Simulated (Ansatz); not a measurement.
Reaction (redistribution): `[CH3][GeH2][CH]=O` + `[NH2][Ge][SH]` → `O=[CH][GeH3]` + `C[S][Ge][NH2]`

Computed with Ansatz on PBE0-D4/def2-TZVP structures; ΔE is electronic, products minus reactants. CBS: MP2 limit from def2 TZ/QZ plus the TZ coupled-cluster correction, frozen cores. Functionals use def2-TZVPP. B3LYP here is the variant with VWN-RPA as its local correlation; programs differ in this. For Ge outer-core shells are correlated without core-valence functions, which leaves a few kJ/mol of doubt a bond. Scalar relativity is left out up to krypton. Each species was taken in one conformer, which may not be the lowest.

| level | ΔE (kJ/mol) |
| --- | --- |
| ωB97M-V | 51.6 |
| B3LYP | 48.8 |
| HF/def2-TZVPP | 52.2 |
| SCS-MP2/def2-TZVPP | 53.4 |
| CCSD/def2-TZVPP | 55.9 |
| CCSD(T)/def2-TZVPP | 54.6 |
| MP2/def2-QZVPP | 52.9 |
| SCS-MP2/def2-QZVPP | 51.3 |

What does CCSD(T)/CBS give? (Best estimate.)

Ansatz gave: +51.3 kJ/mol. The listed levels differ from it by 0.3, -2.5, 0.9, 2.1, 4.6, 3.3, 1.6, 0.0 kJ/mol.

Largest T1 diagnostic among the species: 0.014.
